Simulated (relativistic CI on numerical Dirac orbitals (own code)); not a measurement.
## What each ingredient does to the levels of Sm²⁸⁺

Base calculation: Dirac-Coulomb-Breit CI, orbitals from a KLI potential per configuration, model QED (radiative potential, 1s self-energy scaled to tabulated hydrogen-like ionisation energies), unscaled Slater integrals.

CI space (outside the closed core [Ar] 3d10): 4s2 4p4, 4s 4p5, 4s2 4p3 4d, 4p6, 4s 4p4 4d, 4s2 4p3 4f, 4s 4p4 4f, 4p5 4d, 4s 4p3 4d2, 4s2 4p2 4d 4f, 4p5 4f, 4p4 4d2, 4p3 4d3, 4p3 4d2 4f. Double excitations out of closed p, d and f shells are left out; levels of such configurations are missing from the list, as are those of other unlisted configurations, and high levels can miss mixing partners.

Variants: (1) non-relativistic limit; (2) one mean potential for all configurations. Shifts of the energy above 4s2 4p4 3P_2, in cm⁻¹, for the lowest level and the first level of each name with at least 55 % of one term (blank where a level changes its place among those of its configuration and J or its character, or is not in the variant):

| Level | Base | Δ(1) | Δ(2) |
| --- | --- | --- | --- |
| 4s2 4p4 3P_2 | 0 | 0 | 0 |
| 4s2 4p4 1S_0 | 61490 |  | -16 |
| 4s2 4p4 3P_1 | 273747 | -273747 | +16 |
| 4s2 4p4 1D_2 | 303801 | -261225 | +11 |
| 4s2 4p4 3P_0 | 606018 |  | +18 |
| 4s 4p5 3P°_2 | 806013 | -308396 | +116 |
| 4s2 4p3 4d 3D°_1 | 1062322 | -230159 | -7 |
| 4s 4p5 3P°_0 | 1074258 | -576642 | +92 |
| 4s2 4p3 4d 3G°_4 | 1181897 |  | -18 |
| 4s2 4p3 4d 3D°_3 | 1186323 |  | -22 |
| 4s2 4p3 4d 3G°_5 | 1241535 | -356160 | -20 |
| 4p6 1S_0 | 1725658 | -620275 | +184 |
| 4s 4p4 4d 5F_5 | 1760319 | -424158 | +90 |

At this charge energies of transitions that change n are usually good to better than 1 %, and those within a shell (Δn = 0) to a few per cent.

Ionisation energy from the two ground configurations alone: base 1060.26 eV. The NIST ASD value (theoretical) is 1060 eV.

LS names give the leading component of a level, which can be under half, so a name can repeat, a term be missing and a line seem to break the LS rules.
